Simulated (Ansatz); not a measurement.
HfF4⁺. Total charge 1; doublet. Geometry PBE0-D4/def2-SVP, that of the neutral singlet; atoms count from 1.

```tsv
atom	x (Å)	y (Å)	z (Å)
Hf1	-0.0001	-0.0001	0.0001
F2	0.2496	1.1618	-1.4869
F3	-0.7852	0.9696	1.4379
F4	1.6838	-0.6974	0.5497
F5	-1.1481	-1.4338	-0.5008
```

In the def2 sets Hf takes a core potential; there is no spin–orbit coupling.

Estimate the Mulliken populations from the PBE0/def2-TZVP orbitals of Ansatz.


```
atom  charge (e)  spin (α − β)  d electrons
 Hf1        1.80         -0.11         1.55
  F2       -0.20          0.28            –
  F3       -0.20          0.28            –
  F4       -0.20          0.28            –
  F5       -0.20          0.28            –
```
Mulliken values and Mayer orders depend strongly on the basis.

Where does the spin sit?

Summed by element: Hf -0.11, F 1.11, of 1 unpaired in all. Largest on single atoms: F5 0.28, F3 0.28, F4 0.28.

And the Mayer bond orders between bonded heavy atoms (over 0.3)?

Hf1–F2 0.93 (1.90 Å); Hf1–F3 0.93 (1.90 Å); Hf1–F4 0.93 (1.90 Å); Hf1–F5 0.93 (1.90 Å).
